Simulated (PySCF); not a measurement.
MoOF + H₂O → HMoO₂ + HF

Level: PBE0 in the def2-TZVP basis family, computed in PySCF with density fitting; scalar-relativistic core potentials for atoms from Rb on, none lighter, no spin–orbit coupling; open shells unrestricted.

```json
{"species": "MoOF", "state and structure": "quartet, Cs, Mo–F 1.879 Å, Mo–O 1.666 Å; F–Mo–O 140.8°", "E (Eh)": "-243.20180", "ZPE (kJ/mol)": "11.2", "H(298 K) − H(0) (kJ/mol)": "11.9", "S° (J/(mol K))": "289.1"}
{"species": "H₂O", "state and structure": "singlet, C2v, O–H 0.960 Å (×2); H–O–H 105.1°", "E (Eh)": "-76.37736", "ZPE (kJ/mol)": "56.5", "H(298 K) − H(0) (kJ/mol)": "9.9", "S° (J/(mol K))": "188.7"}
{"species": "HMoO₂", "state and structure": "doublet, Cs, Mo–H 1.715 Å, Mo–O 1.673 Å (×2); H–Mo–O 107.2° (×2), O–Mo–O 111.4°", "E (Eh)": "-219.17259", "ZPE (kJ/mol)": "32.8", "H(298 K) − H(0) (kJ/mol)": "12.0", "S° (J/(mol K))": "283.2"}
{"species": "HF", "state and structure": "singlet, C∞v, H–F 0.920 Å", "E (Eh)": "-100.39188", "ZPE (kJ/mol)": "24.9", "H(298 K) − H(0) (kJ/mol)": "8.7", "S° (J/(mol K))": "173.6"}
```

(1) What is the electronic reaction energy?

(2) Add zero-point, thermal and entropy terms for 298.15 K and 1 bar.

Answers

(1) At PBE0/def2-TZVP, ΔE = 38.6 kJ/mol from the differences of the total energies times 2625.5, uphill. Hydrolysis steps of this kind drive oxide growth by atomic layer deposition.

(2) ΔZPE = -10.0 and Δ[H(298) − H(0)] = -1.1 kJ/mol give ΔH° = 27.5 kJ/mol. ΔS° = -21.0 J/(mol K), so ΔG° = 27.5 − 298.15 × (-0.0210) = 34 kJ/mol and log₁₀K = -5.9.

Open d or f shells are single determinants, so the state found may not be the ground state. Only the bonding shown was studied: isomers, or loss of a ligand pair, can lie lower.
